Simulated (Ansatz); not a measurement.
Compare A (`C[Si]1([SeH])CO1`) with its isomer B (`C=C[Se][SiH2]O`).

Isolated molecules relaxed with PBE0-D4/def2-TZVP in Ansatz; ΔE leaves out vibrations. CCSD(T)/CBS adds triple-zeta CCSD(T) − MP2 to the extrapolated MP2 energy (def2 sets, frozen cores). DFT in def2-TZVPP. B3LYP here is the variant with VWN-RPA as its local correlation; programs differ in this. For Se outer-core shells are correlated without core-valence functions, which leaves a few kJ/mol of doubt a bond. Scalar relativity is left out up to krypton. One conformer a species, not always the lowest.

Task: Which is lower in electronic energy at CCSD(T)/CBS, and by how much? (Estimate.)

Result: Computed: B, by 39.1 kJ/mol.

Task: Give E(B) − E(A) in kJ/mol with MP2/def2-TZVPP, r2SCAN-D4, B2PLYP, HF/def2-TZVPP, PBE-D4, B3LYP, CCSD(T)/def2-TZVPP. (Estimate.)

Result: Ansatz gave: MP2/def2-TZVPP -36.8, r2SCAN-D4 -22.3, B2PLYP -38.7, HF/def2-TZVPP -59.9, PBE-D4 -21.2, B3LYP -38.3, CCSD(T)/def2-TZVPP -39.6. None reverses the order clearly.

Largest T1 diagnostic: 0.011.

In def2-TZVPP, CCSD(T) changes the Hartree–Fock value by +20.3 kJ/mol (the triples alone add +0.7 kJ/mol) and MP2 by +23.1 kJ/mol.
